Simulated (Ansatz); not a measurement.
Molecule: CH3BF, net charge 0, doublet state. It need not be the lowest isomer of its formula. SMILES: C[B]F
Coordinates optimised at B3LYP-D3(BJ)/def2-TZVP (Ansatz, a first-principles code):
```
C
H 1 1.0889
H 1 1.0950 2 109.89
H 1 1.0974 2 107.07 3 116.55
B 1 1.5578 2 113.05 4 117.92
F 5 1.3151 1 123.07 2 154.99
```
Charge 0, spin multiplicity 2.

Parts of the frozen-core correlation energy in 6-31G (Ansatz, hartree). Frozen orbitals: 3; correlated occupied orbitals by spin: 9 and 8; virtual: 21 and 22. Open shells are spin-unrestricted. Spin-orbit coupling is left out. Non-relativistic.

```csv
term,value
reference (HF),-163.68329
MP2 opposite-spin,[?]
MP2 same-spin,-0.06006
CCSD correlation,[?]
(T),[?]
T1 diagnostic,0.015
largest doubles amplitude,0.036
<S^2> of the reference,0.752
```

Task: Fill in the missing entries.

Result: 
- MP2 opposite-spin, value: -0.18896
- CCSD correlation, value: -0.26855
- (T), value: -0.00533
